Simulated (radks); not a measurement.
All-electron atom: the dysprosium ion Dy45+ in [Ne] 3s2 3p4 3d3 4f2 (not the ground configuration). All-electron calculation, Dirac Kohn-Sham, PBEsol, spin-unpolarised, spherical densities, finite nucleus; open shells fill j = l - 1/2 first; Fermi nuclear charge, rms radius 5.2218 fm. Program: a radial shooting solver on a logarithmic mesh with Libxc functionals. Some entries of the table are withheld. Estimate them.

| orbital | occ. | eigenvalue (hartree) | <r> (bohr) |
|---|---|---|---|
| 1s1/2 | 2 | -2072.765 | (1) |
| 2s1/2 | 2 | -427.7974 | 0.08850 |
| 2p1/2 | 2 | -412.9478 | 0.07372 |
| 2p3/2 | 4 | -383.0461 | 0.08059 |
| 3s1/2 | 2 | -159.2306 | 0.2196 |
| 3p1/2 | 2 | -153.3770 | 0.2077 |
| 3p3/2 | 2 | -146.0881 | 0.2187 |
| 3d3/2 | 3 | -137.1967 | 0.1892 |
| 3d5/2 | 0 | -135.4892 | 0.1926 |
| 4s1/2 | 0 | -81.24005 | 0.4213 |
| 4p1/2 | 0 | -78.70869 | 0.4138 |
| 4p3/2 | 0 | -76.04471 | 0.4289 |
| 4d3/2 | 0 | -72.32251 | 0.4068 |
| 4d5/2 | 0 | -71.68803 | 0.4111 |
| 4f5/2 | 2 | -68.08787 | (2) |
| 4f7/2 | 0 | -67.86187 | (3) |
| 5f5/2 | 0 | (4) | 0.6551 |
| 5f7/2 | 0 | (5) | 0.6574 |

Answer. 
(1) 1s1/2 <r> (bohr): 0.02112
(2) 4f5/2 <r> (bohr): 0.3645
(3) 4f7/2 <r> (bohr): 0.3665
(4) 5f5/2 eigenvalue (hartree): -42.94070
(5) 5f7/2 eigenvalue (hartree): -42.82657
